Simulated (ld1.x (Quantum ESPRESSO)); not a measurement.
# Which setting gave this result? (lithium, TM)

Base potential:

| Property | Result |
| --- | --- |
| Element | Li |
| Generator | ld1.x (Quantum ESPRESSO) 7.5 |
| Type | norm-conserving Troullier–Martins (Kleinman–Bylander form) |
| Functional | PBEsol |
| Relativity | non-relativistic |
| Frozen core | [He] |
| Valence charge | 1 |
| Reference configuration | 2s0.75 2p0.25 |
| Partial waves | 2s (bound): rc 2.40 bohr; 2p (bound): rc 4.20 bohr |
| Local potential | all-electron potential smoothed inside 1.90 bohr (lloc = -1) |
| Core correction | a·sin(br)/r model core inside 1.25 bohr |

Cutoffs, loose and tight: the cutoffs (Ry, on a coarse ladder) from which the occupation-weighted sum of valence levels, in a spherical-Bessel basis at the reference potential, stays within 10 and 1 mRy of its value at 400 Ry. They do not see the model core or the augmentation charge, which bear on the density cutoff. Test errors are all-electron minus pseudo excitation energies from the reference, over the configurations 2s1 2p0; 2s0.5 2p0; 2s0 2p1; variants that change the core or the reference have their own tests.

Only the p radius is moved:

```csv
p radius (bohr),"cutoff, loose","cutoff, tight",bound ghosts,largest test error (meV),median size of the test errors
2.84,6 Ry,6 Ry,none,+0.7,0.4 meV
3.62,6 Ry,6 Ry,none,-1.7,1.0 meV
4.88,6 Ry,6 Ry,none,-7.6,2.5 meV
5.64,6 Ry,6 Ry,none,-11,3.9 meV
6,6 Ry,6 Ry,none,-13,4.9 meV
```

Task: One more run gave cutoff, loose: 6 Ry; cutoff, tight: 6 Ry; bound ghosts: none; largest test error (meV): -4.0; median size of the test errors: 1.5 meV. Which value of the p radius was used?

Result: 4.08 bohr. The median size of the test errors moves one way along this sweep, from 0.4 meV at 2.84 to 4.9 meV at 6 bohr, which places the run between 3.62 and 4.88 bohr.
